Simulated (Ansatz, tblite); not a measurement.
Forces on the cluster B₁₂⁺ at its r2SCAN-D4/def2-SVP geometry. The state is a doublet with charge 1.

The xTB rows come from tblite. The structure comes from a short search, and lower isomers may exist.

GFN1-xTB (tblite), largest force 2.88 eV/Å:

```xyz
12
positions Å, forces eV/Å
B    -0.852    1.126    1.187   -2.674   -1.021    0.279
B     1.049   -1.446   -0.435    2.659    0.963   -0.200
B    -1.145    1.318   -0.394   -2.367   -0.752    0.140
B     0.784    0.797    1.413    2.526    0.306   -0.426
B    -0.548   -1.472   -0.967   -2.797   -0.331    0.580
B    -0.250   -1.663    0.613   -2.377   -0.420    0.604
B     0.351    1.792    0.215    2.735    0.370   -0.647
B    -0.398   -0.374    1.668   -2.048   -0.696    0.417
B    -0.988    0.032   -1.451   -2.161   -0.344    0.245
B     1.119   -0.803    1.079    2.088    0.503   -0.139
B     0.614   -0.451   -1.633    2.389    0.909   -0.346
B     0.264    1.145   -1.297    2.027    0.515   -0.507
```

GFN2-xTB (tblite), largest force 1.07 eV/Å:

```
B -0.368 -0.888 -0.472
B 0.267 0.973 0.218
B 0.039 -0.735 0.073
B 0.227 -0.395 -0.671
B -0.577 0.653 0.619
B -0.324 0.666 -0.029
B 0.604 -0.758 -0.355
B -0.002 -0.010 -0.566
B 0.157 0.048 0.544
B -0.262 0.347 -0.331
B 0.206 0.502 0.603
B 0.033 -0.404 0.367
```

PBE0-D4/def2-TZVP (Ansatz), largest force 0.47 eV/Å:

```
B 0.194 -0.251 -0.341
B -0.273 0.372 0.031
B 0.300 -0.248 0.194
B -0.238 -0.085 -0.364
B 0.148 0.335 0.286
B 0.084 0.343 -0.255
B -0.070 -0.457 0.022
B 0.150 0.155 -0.344
B 0.296 -0.044 0.275
B -0.311 0.111 -0.227
B -0.134 -0.007 0.422
B -0.146 -0.224 0.298
```
